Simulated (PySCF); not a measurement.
Numbering as in the mapped SMILES `[CH3:1]/[N:2]=[CH:3]/[C:4]#[C:5][SiH3:6]`; H(Xn) means a hydrogen on atom n.

Method: GIAO PBE0/pcSseg-1 shieldings, geometry from GFN2-xTB, in PySCF (in vacuum, averaged over atoms made equivalent by symmetry, fast rotation or ring inversion, a single conformation, relativity neglected).

Scale: TMS for ¹³C (186.93 ppm), ¹H (31.72 ppm), ²⁹Si (349.16 ppm); ¹⁵N (267.73 ppm) vs NH3 (reference shieldings calculated alike).

| atoms | nucleus | count | Hirshfeld charge | δ (ppm) |
| --- | --- | --- | --- | --- |
| N2 | ¹⁵N | 1 | -0.13 | ? |
| C3 | ¹³C | 1 | 0.04 | 147.2 |
| H(Si6) | ¹H | 3 | -0.07 | 4.33 |
| H(C3) | ¹H | 1 | 0.05 | 7.69 |
| C4 | ¹³C | 1 | -0.03 | 113.6 |
| C5 | ¹³C | 1 | -0.15 | 93.8 |
| C1 | ¹³C | 1 | -0.07 | ? |
| Si6 | ²⁹Si | 1 | 0.34 | ? |
| H(C1) | ¹H | 3 | 0.05 | 3.86 |

Task: Estimate the values marked ?.

Result: 
- C1: 52.7 ppm, methyl carbon bonded to N; pulled downfield by the heteroatom
- N2: 428.7 ppm, imine nitrogen
- Si6: -98.0 ppm, silicon bonded to C, 3 H

Shifts are as computed. Against solution values, carbons near 30 ppm lie about +3 ppm off and those near 130 ppm about +5 ppm. Of 1309 compounds with measured shifts, 239 miss one by over three times the rms of a fit or turn the order of signals round; such compounds aren't used in these exercises. Experimental scales use liquid or dissolved standards, which lie at an offset from isolated NH3 (liquid NH3: subtract about 20 ppm). Unscaled 15N shifts of sp2 nitrogen come out 20 to 40 ppm too high even then.
